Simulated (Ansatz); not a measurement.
Consider the redistribution: `C#C[SiH](Cl)Cl` + `[CH3][Al]([F])[F]` → `C#C[SiH](C)Cl` + `[F][Al]([F])[Cl]`.

Isolated molecules relaxed with PBE0-D4/def2-TZVP in Ansatz; ΔE leaves out vibrations. CCSD(T)/CBS is the MP2 limit (def2-TZVPP, def2-QZVPP) plus CCSD(T) − MP2 in def2-TZVPP, frozen cores. This one scheme is used for every species. DFT in def2-TZVPP. HSE06 is defined as in plane-wave codes.

CCSD(T)/CBS gives -56.3 kJ/mol.

**Question.** Another level gave -46.0 kJ/mol. Which?
A. HSE06/def2-TZVPP
B. HF/def2-TZVPP
C. BHLYP/def2-TZVPP
D. LDA (SPW92)/def2-TZVPP

**Answer.** D. LDA (SPW92) -46.0, BHLYP -57.3, HSE06 -52.2, HF/def2-TZVPP -66.2 kJ/mol.

**Question.** What do rigid-rotor, harmonic-oscillator terms from PBE0-D4/def2-TZVP frequencies (298.15 K, 1 bar) make of the CCSD(T)/CBS value? (Best estimate.)

**Answer.** Computed: ΔZPE = +2.6 kJ/mol, ΔH = -54.7 kJ/mol, ΔS = -25 J/(mol·K), ΔG = -47.4 kJ/mol. Modes under 50 cm⁻¹ make the entropy rough.

Largest T1 diagnostic among the species: 0.012.

From BLYP to BHLYP (50 % exact exchange), in def2-TZVPP and without D4, ΔE moves by −9.4 kJ/mol. At CCSD(T), def2-SVP lies −4.7 kJ/mol from the extrapolated value and def2-TZVPP −1.0 kJ/mol.
